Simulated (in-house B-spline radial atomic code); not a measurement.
Checks on a self-consistent run for Eu⁺, [Ne] 3s1 3p6 3d10 4s2 4p6 4d10 4f7 5s2 5p6 6s2. Computed with a B-spline radial code for spherical atoms: Dirac-Hartree-Fock, average of configuration, Fermi nucleus of rms radius 5.1115 fm.

```json
{"orbital": "1s1/2", "q": "2", "ε (Eh)": "-1796.33895", "<1/r>": "70.2203", "<r²>": "0.00067905", "small-component weight": "0.054971"}
{"orbital": "2s1/2", "q": "2", "ε (Eh)": "-301.00869", "<1/r>": "16.7346", "<r²>": "0.0106127", "small-component weight": "0.012129"}
{"orbital": "2p1/2", "q": "2", "ε (Eh)": "-285.16179", "<1/r>": "16.6866", "<r²>": "0.00773235", "small-component weight": "0.01215"}
{"orbital": "2p3/2", "q": "4", "ε (Eh)": "-261.24373", "<1/r>": "14.8228", "<r²>": "0.00896114", "small-component weight": "0.011301"}
{"orbital": "3s1/2", "q": "1", "ε (Eh)": "-69.38076", "<1/r>": "6.12223", "<r²>": "0.0707103", "small-component weight": "0.0038612"}
{"orbital": "3p1/2", "q": "2", "ε (Eh)": "-62.10004", "<1/r>": "6.04558", "<r²>": "0.0654436", "small-component weight": "0.003812"}
{"orbital": "3p3/2", "q": "4", "ε (Eh)": "-57.07318", "<1/r>": "5.57522", "<r²>": "0.0723685", "small-component weight": "0.0035782"}
{"orbital": "3d3/2", "q": "4", "ε (Eh)": "-45.58373", "<1/r>": "5.43978", "<r²>": "0.0577768", "small-component weight": "0.0034404"}
{"orbital": "3d5/2", "q": "6", "ε (Eh)": "-44.49893", "<1/r>": "5.32265", "<r²>": "0.0596964", "small-component weight": "0.0033727"}
{"orbital": "4s1/2", "q": "2", "ε (Eh)": "-15.06674", "<1/r>": "2.57051", "<r²>": "0.354861", "small-component weight": "0.0012378"}
{"orbital": "4p1/2", "q": "2", "ε (Eh)": "-12.34852", "<1/r>": "2.44681", "<r²>": "0.374031", "small-component weight": "0.0011412"}
{"orbital": "4p3/2", "q": "4", "ε (Eh)": "-11.20953", "<1/r>": "2.2963", "<r²>": "0.409978", "small-component weight": "0.0010666"}
{"orbital": "4d3/2", "q": "4", "ε (Eh)": "-6.62057", "<1/r>": "2.07816", "<r²>": "0.470711", "small-component weight": "0.00090226"}
{"orbital": "4d5/2", "q": "6", "ε (Eh)": "-6.40986", "<1/r>": "2.03841", "<r²>": "0.485481", "small-component weight": "0.00087939"}
{"orbital": "4f5/2", "q": "3", "ε (Eh)": "-1.15118", "<1/r>": "1.57813", "<r²>": "0.828004", "small-component weight": "0.00056049"}
{"orbital": "4f7/2", "q": "4", "ε (Eh)": "-1.12269", "<1/r>": "1.56214", "<r²>": "0.847203", "small-component weight": "0.00055154"}
{"orbital": "5s1/2", "q": "2", "ε (Eh)": "-2.51667", "<1/r>": "0.967449", "<r²>": "2.09197", "small-component weight": "0.00024872"}
{"orbital": "5p1/2", "q": "2", "ε (Eh)": "-1.65318", "<1/r>": "0.860896", "<r²>": "2.60574", "small-component weight": "0.00020052"}
{"orbital": "5p3/2", "q": "4", "ε (Eh)": "-1.48966", "<1/r>": "0.807592", "<r²>": "2.90648", "small-component weight": "0.00018049"}
{"orbital": "6s1/2", "q": "2", "ε (Eh)": "-0.42778", "<1/r>": "0.331513", "<r²>": "15.7829", "small-component weight": "3.2517e-05"}
```

Electron-electron repulsion V_ee = 3910.9154 hartree.

Q: What total energy follows from the eigenvalues?

A: The eigenvalues count the repulsion twice, so E = Σqε - V_ee = -6868.904 - 3910.915 = -10779.819 hartree; the run printed -10779.819.

Q: Does the Dirac virial theorem hold?

A: For a point nucleus E = -2c²Σq·w, with w the small-component weight. Here Σq·w = 0.28698 and c = 137.0360, so the ratio E/(-2c²Σq·w) is 1.000124; the finite nucleus accounts for the departure from 1.

Q: What diamagnetic shielding (Lamb formula) and susceptibility (Langevin formula) do the radii give?

A: σ = (α²/3)Σq<1/r> = 419.079/(3·137.036²) = 7438.8 ppm, and χ = -0.79199×10⁻⁶·Σq<r²> = -53.47×10⁻⁶ cm³/mol with Σq<r²> = 67.508 bohr². Both are non-relativistic formulas without the paramagnetism of open shells; for so heavy an element the full relativistic shielding is larger by tens of per cent.
